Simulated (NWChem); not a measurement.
Species: CH3F3Si; SMILES C[Si](F)(F)F

```xyz
8

C      0.0000     0.0000     1.8333
Si     0.0000     0.0000    -0.0110
F     -0.8393    -1.2483    -0.6139
F      1.5007    -0.1027    -0.6139
F     -0.6614     1.3510    -0.6139
H     -1.0349     0.0742     2.2217
H      0.5817     0.8592     2.2217
H      0.4532    -0.9333     2.2217
```
Atoms are numbered in this order, from 1.

Level: PBE-D3(BJ)/def2-SVP (NWChem), optimised geometry, unscaled harmonic frequencies. 

Task: List the harmonic frequencies with IR intensities, and the thermochemistry.

Result: 
| frequency (cm⁻¹) | IR intensity (km/mol) |
|---|---|
| 117 | 0.0 |
| 200 | 0.0 |
| 200 | 0.0 |
| 303 | 13.8 |
| 303 | 13.8 |
| 357 | 59.0 |
| 668 | 2.0 |
| 762 | 5.9 |
| 762 | 5.9 |
| 873 | 168.8 |
| 963 | 192.1 |
| 963 | 192.1 |
| 1239 | 47.5 |
| 1377 | 4.2 |
| 1377 | 4.2 |
| 2993 | 0.3 |
| 3098 | 0.0 |
| 3098 | 0.0 |

```json
{
  "zero_point_energy": "28.1 kcal/mol",
  "thermal correction to the enthalpy at 298.15 K (with zero-point energy)": "32.6 kcal/mol",
  "heat capacity Cv": "20.6 cal/(mol K)",
  "entropy at 298.15 K and 1 atm (symmetry number 3)": "76.4 cal/(mol K)",
  "dipole_moment": "2.49 D"
}
```

Rigid rotor and harmonic oscillator.
